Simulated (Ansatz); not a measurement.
Molecule: CH₂NO (charge -1, singlet). It need not be the lowest isomer of its formula. Whether it binds its extra electron was not tested at this geometry. 
Coordinates optimised at B3LYP-D3(BJ)/def2-TZVP (Ansatz, a quantum-chemistry and plane-wave program):
```xyz
5

N     -1.0568     0.2528    -0.0570
C      0.3765     0.4551    -0.0504
O      1.0095    -0.6092     0.0089
H     -1.3605    -0.6615     0.3100
H     -1.5770     1.0344     0.3203
```
Charge -1, spin multiplicity 1.

Basis-set convergence of Hartree-Fock and CCSD correlation energies (hartree) with Ansatz. Valence correlation only, unless marked. Spin-orbit coupling is left out. No relativistic terms.

```tsv
basis	functions	E(HF)	E(corr, CCSD)
aug-cc-pVDZ	87	-168.31951	-0.53872
aug-cc-pVTZ	184	[?]	[?]
```

### Question
Complete the blanks.

### Answer

- aug-cc-pVTZ, E(HF): -168.35746
- aug-cc-pVTZ, E(corr, CCSD): -0.63553
